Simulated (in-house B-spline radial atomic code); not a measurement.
**Ionising Mg VI (Mg5+) with different functionals**

Computed with a B-spline radial code for spherical atoms: scalar-relativistic (spin-free X2C) Hamiltonian, Fermi nucleus of rms radius 3.057 fm, spin-polarised at highest spin, spherical fractional occupations for the functionals, the average over the highest-spin determinants for Hartree-Fock. The ionisation energy is the difference of two self-consistent energies, [He] 2s2 2p3 → [He] 2s2 2p2, without Breit or QED terms; ε is the level of the shell that loses the electron (its least bound occupied spin orbital).

Hybrids are left out here: with spherical fractional occupations of an open shell their exact exchange keeps a self-interaction that integer-occupation calculations don't have.

```csv
method,rung,ΔSCF (eV),-ε(2p) (eV)
Hartree-Fock,Hartree-Fock,186.82,188.33
LDA VWN5,LDA,187.28,168.67
LDA PW92,LDA,187.27,168.66
LDA exchange-only,LDA,185.67,167.12
PBE,GGA,?,?
PBEsol,GGA,187.17,168.57
BLYP,GGA,?,?
RPBE,GGA,187.38,168.77
PW91,GGA,187.65,169.01
BP86,GGA,187.43,168.80
AM05,GGA,187.10,168.51
OLYP,GGA,188.09,169.48
TPSS,meta-GGA,187.87,169.33
SCAN,meta-GGA,189.35,171.08
r2SCAN,meta-GGA,189.20,170.94
revTPSS,meta-GGA,187.60,169.09
```

**Question.** What does BLYP give?

**Answer.** ΔSCF 187.45 eV, and -ε(2p) = 168.74 eV.

**Question.** What does PBE give?

**Answer.** ΔSCF 187.41 eV, and -ε(2p) = 168.79 eV.

**Question.** How do they compare with the NIST value?

**Answer.** NIST lists 186.76 eV ± 0.06 (semi-empirical, ground level to ground level). Errors run from -1.09 to +2.59 eV; Hartree-Fock is closest (+0.06 eV), but part of that can be cancellation, since the calculations leave out spin-orbit coupling, Breit-QED terms, multiplet and fine-structure energies. Hartree-Fock also lacks correlation.
